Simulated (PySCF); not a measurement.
Isomers of C4H9F3Si2.

All values: B3LYP/def2-SVPD (PySCF) at PBE0-D3(BJ)/def2-SVP geometries, gas phase, one conformer each. Core orbitals are frozen in the response; Δα² is half the sum of the squared differences of the principal polarisabilities.

Question: Rank by vertical ionisation energy (ΔSCF), lowest first.
A. `[CH3:1][Si@H:2]1[CH2:3][Si@@H:4]([C:5]([F:6])([F:7])[F:8])[CH2:9]1` with C1–Si2–C3–Si4 108°, Si2–C3–Si4–C5 -103°, C3–Si4–C9–Si2 -8°, C1–Si2–C9–Si4 -108°
B. `[F:1][C:2]([F:3])=[C:4]([F:5])[C@@H:6]([SiH3:7])[CH2:8][SiH3:9]` with C2–C4–C6–Si7 117°, C4–C6–C8–Si9 178°
C. `[CH3:1][SiH2:2]/[CH:3]=[C:4](\[SiH3:5])[C:6]([F:7])([F:8])[F:9]` with C1–Si2–C3–C4 95°

Answer: B (9.16 eV), A (9.64 eV), C (10.11 eV).

Question: Rank by HOMO–LUMO gap, highest first.
A. `[CH3:1][Si@H:2]1[CH2:3][Si@@H:4]([C:5]([F:6])([F:7])[F:8])[CH2:9]1` with C1–Si2–C3–Si4 108°, Si2–C3–Si4–C5 -103°, C3–Si4–C9–Si2 -8°, C1–Si2–C9–Si4 -108°
B. `[F:1][C:2]([F:3])([F:4])[CH:5]1[CH2:6][SiH2:7][SiH2:8][CH2:9]1` with C2–C5–C6–Si7 -78°, C5–C6–Si7–Si8 -25°, C6–Si7–Si8–C9 1°, Si7–Si8–C9–C5 23°
C. `[CH3:1][SiH2:2]/[CH:3]=[C:4](\[SiH3:5])[C:6]([F:7])([F:8])[F:9]` with C1–Si2–C3–C4 95°
D. `[F:1][C:2]([F:3])=[C:4]([F:5])[C@@H:6]([SiH3:7])[CH2:8][SiH3:9]` with C2–C4–C6–Si7 117°, C4–C6–C8–Si9 178°

Answer: A (7.56 eV), B (7.32 eV), D (6.69 eV), C (6.39 eV).

Question: Rank by polarisability anisotropy Δα, lowest first.
A. `[F:1][C:2]([F:3])([F:4])[CH:5]1[CH2:6][SiH2:7][SiH2:8][CH2:9]1` with C2–C5–C6–Si7 -78°, C5–C6–Si7–Si8 -25°, C6–Si7–Si8–C9 1°, Si7–Si8–C9–C5 23°
B. `[CH3:1][Si@H:2]1[CH2:3][Si@@H:4]([C:5]([F:6])([F:7])[F:8])[CH2:9]1` with C1–Si2–C3–Si4 108°, Si2–C3–Si4–C5 -103°, C3–Si4–C9–Si2 -8°, C1–Si2–C9–Si4 -108°
C. `[F:1][C:2]([F:3])=[C:4]([F:5])[C@@H:6]([SiH3:7])[CH2:8][SiH3:9]` with C2–C4–C6–Si7 117°, C4–C6–C8–Si9 178°

Answer: A (2.62 Å³), B (3.35 Å³), C (4.96 Å³).

All values together:

| SMILES | μ (D) | HOMO (eV) | LUMO (eV) | α (Å³) | Δα (Å³) | ΔSCF removal energy (eV) |
| --- | --- | --- | --- | --- | --- | --- |
| C[SiH2]/C=C(\[SiH3])C(F)(F)F | 2.64 | -8.19 | -1.80 | 15.81 | 5.09 | 10.11 |
| FC(F)=C(F)[C@@H]([SiH3])C[SiH3] | 1.37 | -6.97 | -0.28 | 16.03 | 4.96 | 9.16 |
| FC(F)(F)CC1[SiH2]C[SiH2]1 | 2.38 | -7.74 | -0.40 | 15.08 | 3.40 | 9.68 |
| FC(F)(F)C1C[SiH2][SiH2]C1 | 2.23 | -7.55 | -0.22 | 15.34 | 2.62 | 9.58 |
| C[Si@H]1C[Si@@H](C(F)(F)F)C1 | 2.45 | -7.72 | -0.16 | 14.86 | 3.35 | 9.64 |

Conformers: `[CH3:1][SiH2:2]/[CH:3]=[C:4](\[SiH3:5])[C:6]([F:7])([F:8])[F:9]` with C1–Si2–C3–C4 95°; `[F:1][C:2]([F:3])=[C:4]([F:5])[C@@H:6]([SiH3:7])[CH2:8][SiH3:9]` with C2–C4–C6–Si7 117°, C4–C6–C8–Si9 178°; `[F:1][C:2]([F:3])([F:4])[CH2:5][CH:6]1[SiH2:7][CH2:8][SiH2:9]1` with C2–C5–C6–Si7 176°, C5–C6–Si7–C8 -144°, C6–Si7–C8–Si9 18°, Si7–C8–Si9–C6 -18°, C5–C6–Si9–C8 144°; `[F:1][C:2]([F:3])([F:4])[CH:5]1[CH2:6][SiH2:7][SiH2:8][CH2:9]1` with C2–C5–C6–Si7 -78°, C5–C6–Si7–Si8 -25°, C6–Si7–Si8–C9 1°, Si7–Si8–C9–C5 23°; `[CH3:1][Si@H:2]1[CH2:3][Si@@H:4]([C:5]([F:6])([F:7])[F:8])[CH2:9]1` with C1–Si2–C3–Si4 108°, Si2–C3–Si4–C5 -103°, C3–Si4–C9–Si2 -8°, C1–Si2–C9–Si4 -108°.

Question: By how much does the ΔSCF value exceed −ε(HOMO) over the species that have both?

Answer: By 1.92 to 2.18 eV, 2.00 eV on average, over 5 species.
